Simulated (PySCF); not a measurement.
Molfile (atoms numbered from 1):
```
C7H8O
     RDKit          3D

 16 16  0  0  0  0  0  0  0  0999 V2000
   -2.3892   -0.0946    0.3455 C   0  0  0  0  0  0  0  0  0  0  0  0
   -0.9008   -0.1662    0.1583 C   0  0  0  0  0  0  0  0  0  0  0  0
   -0.0250    0.4883    1.0294 C   0  0  0  0  0  0  0  0  0  0  0  0
    1.3550    0.4510    0.8422 C   0  0  0  0  0  0  0  0  0  0  0  0
    1.8979   -0.2529   -0.2356 C   0  0  0  0  0  0  0  0  0  0  0  0
    3.2271   -0.3269   -0.4668 O   0  0  0  0  0  0  0  0  0  0  0  0
    1.0386   -0.9176   -1.1155 C   0  0  0  0  0  0  0  0  0  0  0  0
   -0.3357   -0.8694   -0.9136 C   0  0  0  0  0  0  0  0  0  0  0  0
   -2.8870   -0.9999   -0.0323 H   0  0  0  0  0  0  0  0  0  0  0  0
   -2.6574    0.0211    1.4060 H   0  0  0  0  0  0  0  0  0  0  0  0
   -2.8212    0.7643   -0.1958 H   0  0  0  0  0  0  0  0  0  0  0  0
   -0.4280    1.0426    1.8819 H   0  0  0  0  0  0  0  0  0  0  0  0
    2.0173    0.9702    1.5425 H   0  0  0  0  0  0  0  0  0  0  0  0
    3.6932    0.1713    0.2126 H   0  0  0  0  0  0  0  0  0  0  0  0
    1.4700   -1.4710   -1.9518 H   0  0  0  0  0  0  0  0  0  0  0  0
   -0.9915   -1.3985   -1.6111 H   0  0  0  0  0  0  0  0  0  0  0  0
  1  2  1  0
  2  3  1  0
  3  4  2  0
  4  5  1  0
  5  6  1  0
  5  7  2  0
  7  8  1  0
  8  2  2  0
  1  9  1  0
  1 10  1  0
  1 11  1  0
  3 12  1  0
  4 13  1  0
  6 14  1  0
  7 15  1  0
  8 16  1  0
M  END
```

Geometry: PBE0-D3(BJ)/def2-SVP; GIAO shifts from PySCF, gas phase, non-relativistic, averaged over equivalent atoms.

At HF/pcSseg-1 (176 basis functions, 10 s wall time on 1 thread of an Arm Neoverse V1, shared host):
| atoms | δ (ppm) |
| --- | --- |
| C5 | 162.0 |
| C3/C8 | 139.9 |
| C2 | 133.8 |
| C4/C7 | 119.2 |
| C1 | 20.0 |
| O6 | 87.6 |
| H12/H16 | 7.38 |
| H13/H15 | 6.85 |
| H14 | 3.74 |
| H9/H10/H11 | 2.36 |

Chemical shifts δ = σref − σ; 13C (σ = 190.85 ppm) and 1H (σ = 31.69 ppm) vs TMS; H2O for 17O (σ = 333.31 ppm), all at this level.

Estimate the result of repeating the calculation with PBE0/pcSseg-1.

Results:


```csv
atoms,δ at PBE0/pcSseg-1,change
C5,160.0,-2.0
C3/C8,135.8,-4.1
C2,132.8,-1.0
C4/C7,117.9,-1.3
C1,22.2,+2.2
O6,120.7,+33.1
H12/H16,7.14,-0.24
H13/H15,6.67,-0.18
H14,3.63,-0.11
H9/H10/H11,2.28,-0.08
```

References, each an isolated molecule treated in the same way: 13C (184.41 ppm) and 1H (31.27 ppm) vs TMS; 17O (334.56 ppm) against H2O.

The largest change is at O6 (phenol-type oxygen). Cost: 176 basis functions, 21 s wall time on 1 thread of an Arm Neoverse V1, shared host. The order of the carbon signals is the same at both levels.

Experimental scales use liquid or dissolved standards, which lie at an offset from isolated H2O (liquid H2O: subtract about 36 ppm).
